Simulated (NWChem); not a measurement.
System: CdSiH$_{4}$; SMILES [SiH3][CdH]

NWChem input:

```
start job
memory heap 200 mb stack 900 mb global 1100 mb
geometry units angstroms noautoz
  Cd    -0.342825    -0.581086    -0.009489
  H     -0.497390    -2.268366    -0.014605
  Si    -0.112526     1.927589    -0.001865
  H      1.041172     2.382725     0.841880
  H     -1.338555     2.602391     0.537985
  H      0.114351     2.475614    -1.379588
end
basis spherical
  * library def2-svp
end
ecp
  Cd library def2-ecp
end
dft
  xc b3lyp
  iterations 150
  mulliken
end
task dft energy
```

Excerpt of the output:

```
             Northwest Computational Chemistry Package (NWChem) 7.3.0
             --------------------------------------------------------

 C3  symmetry detected

                             Geometry "geometry" -> ""
                             -------------------------

 Output coordinates in angstroms (scale by  1.889725989 to convert to a.u.)

  No.       Tag          Charge          X              Y              Z
 ---- ---------------- ---------- -------------- -------------- --------------
    1 Cd                  48.0000    -0.00000000     0.00000000    -0.64875335
    2 H                    1.0000     0.00000000     0.00000000    -2.34310579
    3 Si                  14.0000    -0.00000000     0.00000000     1.87048185
    4 H                    1.0000     1.27989810     0.54437444     2.43217354
    5 H                    1.0000    -0.16850696    -1.38061149     2.43217354
    6 H                    1.0000    -1.11139114     0.83623705     2.43217354

 Effective nuclear repulsion energy (a.u.)     196.2441559865

      Symmetry information
      --------------------

 Group name             C3
 Group number              5
 Group order               3
 No. of unique centers     4

                                 NWChem DFT Module
                                 -----------------

 Summary of "ao basis" -> "ao basis" (spherical)
 ------------------------------------------------------------------------------
       Tag                 Description            Shells   Functions and Types
 ---------------- ------------------------------  ------  ---------------------
 Cd                         def2-svp                11       31   5s3p2d1f
 H                          def2-svp                 3        5   2s1p
 Si                         def2-svp                 8       18   4s3p1d

      Symmetry analysis of basis
      --------------------------

        a          29
        e+         20
        e-         20

  Rotation of axis

            General Information
            -------------------
          SCF calculation type: DFT
          Wavefunction type:  closed shell.
          No. of atoms     :     6
          No. of electrons :    38
           Alpha electrons :    19
            Beta electrons :    19
          Charge           :     0
          Spin multiplicity:     1
          Use of symmetry is: on ; symmetry adaption is: on
          Maximum number of iterations: 150
          AO basis - number of functions:    69
                     number of shells:    31
          Convergence on energy requested:  1.00D-06
          Convergence on density requested:  1.00D-05
          Convergence on gradient requested:  5.00D-04

              XC Information
              --------------
                         B3LYP Method XC Potential
                     Hartree-Fock (Exact) Exchange  0.200
                        Slater Exchange Functional  0.800 local
                    Becke 1988 Exchange Functional  0.720 non-local
              Lee-Yang-Parr Correlation Functional  0.810
                  VWN I RPA Correlation Functional  0.190 local

             Grid Information
             ----------------
          Grid used for XC integration:  medium
          Radial quadrature: Mura-Knowles
          Angular quadrature: Lebedev.
          Tag              B.-S. Rad. Rad. Pts. Rad. Cut. Ang. Pts.
          ---              ---------- --------- --------- ---------
          Cd                  1.55      123          10.0       590
          H                   0.35       45          12.0       434
          Si                  1.10       88          11.0       590
          Grid pruning is: on
          Number of quadrature shells:   301
          Spatial weights used:  Erf1

      Superposition of Atomic Density Guess
      -------------------------------------

 Sum of atomic energies:        -482.70934639

      Non-variational initial energy
      ------------------------------

 Total energy =    -457.964681
 1-e energy   =    -883.043252
 2-e energy   =     333.070667
 HOMO         =      -0.249506
 LUMO         =       0.035752

      Symmetry analysis of molecular orbitals - initial
      -------------------------------------------------

  Numbering of irreducible representations:

     1 a           2 e+          3 e-

  Orbital symmetries:

     1 a           2 a           3 a           4 e+          5 e+
     6 a           7 a           8 e+          9 e+         10 a
    11 a          12 e+         13 e+         14 e+         15 e+
    16 a          17 e+         18 e+         19 a          20 e+
    21 e+         22 a          23 a          24 e+         25 e+
    26 a          27 a          28 a          29 e+

     ---------------------------------------------
      Total Density - Mulliken Population Analysis
     ---------------------------------------------

    Atom       Charge   Shell Charges
 -----------   ------   -------------------------------------------------------
    1 Cd  20    19.45  -0.37  1.64  0.73  0.77  0.43  5.95  0.22  0.12  9.10  0.86  0.00
    2 H    1     1.28   0.68  0.59  0.01
    3 Si  14    14.05   2.00  1.99  1.04  0.35  5.94  1.16  1.48  0.08
    4 H    1     1.07   0.69  0.37  0.01
    5 H    1     1.07   0.69  0.37  0.01
    6 H    1     1.07   0.69  0.37  0.01

   convergence    iter        energy       DeltaE   RMS-Dens  Diis-err
 ---------------- ----- ----------------- --------- --------- ---------
 d= 0,ls=0.0,diis     1   -459.5640512236 -5.52D+02  1.09D-02  1.42D-01
 d= 0,ls=0.0,diis     2   -459.5851437576 -2.11D-02  2.91D-03  1.25D-02
 d= 0,ls=0.0,diis     3   -459.5863457093 -1.20D-03  1.12D-03  7.53D-03
 d= 0,ls=0.0,diis     4   -459.5874119937 -1.07D-03  1.16D-04  3.17D-05
 d= 0,ls=0.0,diis     5   -459.5874168305 -4.84D-06  2.38D-05  2.77D-06
 d= 0,ls=0.0,diis     6   -459.5874172370 -4.07D-07  6.21D-06  2.37D-07

[...]
```

Level: B3LYP/def2-SVP with def2 effective core potentials on Cd. Structure relaxed at the PBE0/def2-SVP level. B3LYP is NWChem's, with the RPA form of VWN correlation. def2 effective core potentials on Cd; no spin-orbit coupling.
